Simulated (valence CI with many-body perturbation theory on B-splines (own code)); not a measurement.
Os61+: electric-dipole lines

Method: configuration interaction combined with many-body perturbation theory (CI+MBPT): five valence electrons over a frozen Dirac-Fock core [Ne], radial functions for each j: 9 s, 9 p, 8 d, 6 f, 3 g, 1 h, with the one-electron correlation potential Σ1, the two-electron term Σ2, the three-electron term Σ3, Breit, model QED; selected CI, second order for the rest (own B-spline code, finite nucleus).

The last digits are not significant, and no measured levels were compared; by estimate large intervals hold to a few tenths of a per cent, small ones and those within an open d or f shell to about a per cent. Among the levels kept, up to 600 cm⁻¹ of a level comes from second order outside the variational space, and about a tenth of that is noise between levels of different J, which matters for small intervals.

Lines 151 to 200 of 220 in falling wavelength, among levels below 1014.3 eV, chosen from the strongest by gf and those to the six lowest levels. Wavelengths and rates use the calculated energies. Electric multipoles are in the length gauge, E1 and E2 with the static RPA response of the core. Weak lines are less certain than strong ones. Lines between different terms over intervals too small for the method are left out, as are lines whose strength nearly cancels. The highest levels of a list are the least certain.

Levels are named by their leading jj configuration (3d3/2^4 stands for four electrons in 3d with j = 3/2), which in mixed levels can hold well under half, so a name can repeat and another be missing. Letters in brackets count levels of one name in rising energy.

| λ vac (Å) | Upper | Lower | A (s⁻¹) | S (a.u.) |
| --- | --- | --- | --- | --- |
| 33.21 | (3s^2 3p1/2 3d3/2 3d5/2) J=5/2 | (3s 3p1/2^2 3p3/2^2) J=3/2 | 5.79e+09 | 6.28e-04 |
| 33.06 | (3s^2 3p1/2 3p3/2 3d5/2) J=3/2 [b] | (3s^2 3p1/2 3p3/2^2) J=3/2 | 7.52e+06 | 5.37e-07 |
| 32.72 | (3s^2 3p1/2 3p3/2 3d5/2) J=1/2 | (3s^2 3p1/2 3p3/2^2) J=3/2 | 7.14e+10 | 2.47e-03 |
| 32.63 | (3s^2 3p1/2 3d3/2 3d5/2) J=3/2 | (3s 3p1/2^2 3p3/2^2) J=3/2 | 1.32e+10 | 9.04e-04 |
| 32.35 | (3s 3p1/2^2 3p3/2 3d5/2) J=5/2 [b] | (3s 3p1/2^2 3p3/2^2) J=5/2 | 2.96e+10 | 2.97e-03 |
| 32.17 | (3s 3p1/2^2 3p3/2 3d5/2) J=3/2 [b] | (3s 3p1/2^2 3p3/2^2) J=5/2 | 2.54e+10 | 1.67e-03 |
| 31.03 | (3s^2 3p1/2 3d3/2 3d5/2) J=7/2 | (3s 3p1/2^2 3p3/2^2) J=5/2 | 6.99e+09 | 8.25e-04 |
| 26.87 | (3s 3p1/2^2 3p3/2 3d3/2) J=5/2 [a] | (3s^2 3p1/2^2 3d5/2) J=5/2 | 3.63e+08 | 2.09e-05 |
| 26.75 | (3s 3p1/2^2 3p3/2 3d3/2) J=3/2 [a] | (3s^2 3p1/2^2 3d5/2) J=5/2 | 1.20e+08 | 4.52e-06 |
| 26.64 | (3s^2 3p3/2^3) J=3/2 | (3s^2 3p1/2^2 3d5/2) J=5/2 | 9.47e+06 | 3.54e-07 |
| 26.24 | (3s 3p1/2^2 3p3/2 3d3/2) J=7/2 | (3s^2 3p1/2^2 3d5/2) J=5/2 | 1.64e+10 | 1.17e-03 |
| 25.22 | (3s 3p1/2^2 3p3/2 3d3/2) J=3/2 [b] | (3s^2 3p1/2^2 3d5/2) J=5/2 | 4.85e+09 | 1.54e-04 |
| 24.68 | (3s 3p1/2^2 3p3/2 3d3/2) J=5/2 [b] | (3s^2 3p1/2^2 3d5/2) J=5/2 | 6.70e+09 | 2.98e-04 |
| 23.24 | (3s^2 3p1/2 3d3/2^2) J=5/2 | (3s^2 3p1/2^2 3d5/2) J=5/2 | 5.16e+08 | 1.92e-05 |
| 22.37 | (3s 3p1/2 3p3/2^3) J=3/2 [a] | (3s^2 3p1/2 3p3/2^2) J=1/2 | 3.39e+10 | 7.49e-04 |
| 21.86 | (3s 3p1/2^2 3p3/2 3d3/2) J=5/2 [a] | (3s^2 3p1/2^2 3d3/2) J=3/2 | 5.26e+09 | 1.63e-04 |
| 21.78 | (3s 3p1/2^2 3p3/2 3d3/2) J=3/2 [a] | (3s^2 3p1/2^2 3d3/2) J=3/2 | 4.72e+10 | 9.63e-04 |
| 21.75 | (3s 3p1/2 3p3/2^3) J=3/2 [a] | (3s^2 3p1/2 3p3/2^2) J=5/2 | 5.27e+10 | 1.07e-03 |
| 21.71 | (3s^2 3p3/2^3) J=3/2 | (3s^2 3p1/2^2 3d3/2) J=3/2 | 1.49e+10 | 3.01e-04 |
| 21.69 | (3s 3p1/2^2 3p3/2^2) J=5/2 | (3s^2 3p1/2^2 3p3/2) J=3/2 | 4.02e+11 | 1.21e-02 |
| 21.69 | (3s 3p1/2^2 3p3/2 3d5/2) J=5/2 [a] | (3s^2 3p1/2^2 3d5/2) J=5/2 | 2.44e+11 | 7.36e-03 |
| 21.68 | (3s 3p1/2^2 3p3/2 3d3/2) J=1/2 [a] | (3s^2 3p1/2^2 3d3/2) J=3/2 | 5.45e+09 | 5.48e-05 |
| 21.44 | (3s^2 3p1/2 3d3/2^2) J=3/2 | (3s^2 3p1/2^2 3d5/2) J=5/2 | 9.22e+10 | 1.80e-03 |
| 21.41 | (3s 3p1/2^2 3p3/2 3d5/2) J=7/2 [a] | (3s^2 3p1/2^2 3d5/2) J=5/2 | 4.42e+10 | 1.71e-03 |
| 21.30 | (3s 3p1/2 3p3/2^3) J=3/2 [a] | (3s^2 3p1/2 3p3/2^2) J=3/2 | 1.32e+12 | 2.52e-02 |
| 21.18 | (3s 3p1/2^2 3p3/2 3d5/2) J=3/2 [a] | (3s^2 3p1/2^2 3d5/2) J=5/2 | 8.35e+10 | 1.57e-03 |
| 21.04 | (3s 3p1/2 3p3/2^3) J=5/2 | (3s^2 3p1/2 3p3/2^2) J=5/2 | 1.41e+12 | 3.89e-02 |
| 20.87 | (3s 3p1/2 3p3/2^3) J=1/2 | (3s^2 3p1/2 3p3/2^2) J=1/2 | 1.47e+12 | 1.32e-02 |
| 20.79 | (3s 3p1/2 3p3/2^3) J=3/2 [b] | (3s^2 3p1/2 3p3/2^2) J=1/2 | 4.24e+11 | 7.51e-03 |
| 20.78 | (3s 3p1/2^2 3p3/2 3d5/2) J=7/2 [b] | (3s^2 3p1/2^2 3d5/2) J=5/2 | 1.21e+12 | 4.30e-02 |
| 20.75 | (3s 3p1/2^2 3p3/2 3d3/2) J=3/2 [b] | (3s^2 3p1/2^2 3d3/2) J=3/2 | 7.29e+11 | 1.29e-02 |
| 20.62 | (3s 3p1/2 3p3/2^3) J=5/2 | (3s^2 3p1/2 3p3/2^2) J=3/2 | 5.70e+09 | 1.48e-04 |
| 20.60 | (3s 3p1/2^2 3p3/2^2) J=3/2 | (3s^2 3p1/2^2 3p3/2) J=3/2 | 1.04e+12 | 1.79e-02 |
| 20.52 | (3s 3p1/2^2 3p3/2^2) J=1/2 | (3s^2 3p1/2^2 3p3/2) J=3/2 | 8.07e+11 | 6.88e-03 |
| 20.38 | (3s 3p1/2^2 3p3/2 3d3/2) J=5/2 [b] | (3s^2 3p1/2^2 3d3/2) J=3/2 | 1.34e+12 | 3.36e-02 |
| 20.28 | (3s 3p1/2^2 3p3/2 3d5/2) J=5/2 [b] | (3s^2 3p1/2^2 3d5/2) J=5/2 | 6.28e+11 | 1.55e-02 |
| 20.25 | (3s 3p1/2 3p3/2^3) J=3/2 [b] | (3s^2 3p1/2 3p3/2^2) J=5/2 | 2.47e+12 | 4.05e-02 |
| 20.22 | (3s 3p1/2^2 3p3/2 3d3/2) J=1/2 [b] | (3s^2 3p1/2^2 3d3/2) J=3/2 | 1.61e+12 | 1.31e-02 |
| 20.21 | (3s 3p1/2^2 3p3/2 3d5/2) J=3/2 [b] | (3s^2 3p1/2^2 3d5/2) J=5/2 | 9.94e+11 | 1.62e-02 |
| 19.93 | (3s 3p1/2 3p3/2^3) J=1/2 | (3s^2 3p1/2 3p3/2^2) J=3/2 | 1.20e+12 | 9.41e-03 |
| 19.86 | (3s^2 3p1/2 3p3/2 3d3/2) J=5/2 [a] | (3s^2 3p1/2^2 3p3/2) J=3/2 | 2.13e+09 | 4.94e-05 |
| 19.85 | (3s 3p1/2 3p3/2^3) J=3/2 [b] | (3s^2 3p1/2 3p3/2^2) J=3/2 | 3.17e+11 | 4.90e-03 |
| 19.76 | (3s^2 3p1/2 3d3/2 3d5/2) J=7/2 | (3s^2 3p1/2^2 3d5/2) J=5/2 | 8.38e+10 | 2.55e-03 |
| 19.75 | (3s^2 3p1/2 3p3/2 3d3/2) J=1/2 [a] | (3s^2 3p1/2^2 3p3/2) J=3/2 | 2.75e+09 | 2.09e-05 |
| 19.74 | (3s^2 3p1/2 3p3/2 3d3/2) J=3/2 [a] | (3s^2 3p1/2^2 3p3/2) J=3/2 | 3.33e+11 | 5.05e-03 |
| 19.62 | (3s^2 3p1/2 3d3/2 3d5/2) J=5/2 | (3s^2 3p1/2^2 3d5/2) J=5/2 | 1.52e+11 | 3.40e-03 |
| 19.42 | (3s^2 3p1/2 3d3/2 3d5/2) J=3/2 | (3s^2 3p1/2^2 3d5/2) J=5/2 | 2.20e+10 | 3.17e-04 |
| 19.39 | (3s^2 3p1/2 3d3/2^2) J=5/2 | (3s^2 3p1/2^2 3d3/2) J=3/2 | 2.55e+12 | 5.50e-02 |
| 18.56 | (3s^2 3p1/2 3p3/2 3d3/2) J=5/2 [b] | (3s^2 3p1/2^2 3p3/2) J=3/2 | 3.85e+12 | 7.29e-02 |
| 18.30 | (3s 3p1/2^2 3p3/2 3d5/2) J=5/2 [a] | (3s^2 3p1/2^2 3d3/2) J=3/2 | 2.65e+08 | 4.80e-06 |
